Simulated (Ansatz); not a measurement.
`[NH2][Zn][AlH][Cl]`. The species carries charge 0 and has multiplicity 1. The geometry is a stationary point of PBE0-D4/def2-TZVP. It is one conformer, not always the lowest.

```xyz
7

N    -0.348    0.671   -2.080
Zn   -0.071    0.035   -0.396
Al    0.403   -0.800    1.857
Cl    0.694    0.648    3.373
H    -0.675    0.100   -2.843
H    -0.520    1.642   -2.283
H     0.517   -2.296    2.372
```

Q: What is the dipole moment at B3LYP/def2-TZVPP? (An estimate is asked.)

A: Ansatz gave: 1.99 D, with components (-0.76, -0.58, -1.75) D in this frame, pointing from negative to positive charge.

Q: And with PBE, r2SCAN, ωB97M-V? (Best estimate.)

A: Ansatz gave: PBE 2.04 D, r2SCAN 2.03 D, ωB97M-V 1.99 D.

Q: Give the Mulliken charges with B3LYP, ωB97M-V, PBE in def2-TZVPP. (Estimate.)

A: Ansatz gave: 
```json
{"atom": "N1", "B3LYP": "-0.45", "ωB97M-V": "-0.44", "PBE": "-0.42"}
{"atom": "Zn2", "B3LYP": "0.10", "ωB97M-V": "0.15", "PBE": "0.01"}
{"atom": "Al3", "B3LYP": "0.51", "ωB97M-V": "0.44", "PBE": "0.49"}
{"atom": "Cl4", "B3LYP": "-0.28", "ωB97M-V": "-0.25", "PBE": "-0.25"}
{"atom": "H5", "B3LYP": "0.13", "ωB97M-V": "0.10", "PBE": "0.14"}
{"atom": "H6", "B3LYP": "0.13", "ωB97M-V": "0.10", "PBE": "0.14"}
{"atom": "H7", "B3LYP": "-0.13", "ωB97M-V": "-0.11", "PBE": "-0.12"}
```

B3LYP here is the variant with VWN-RPA as its local correlation; programs differ in this.
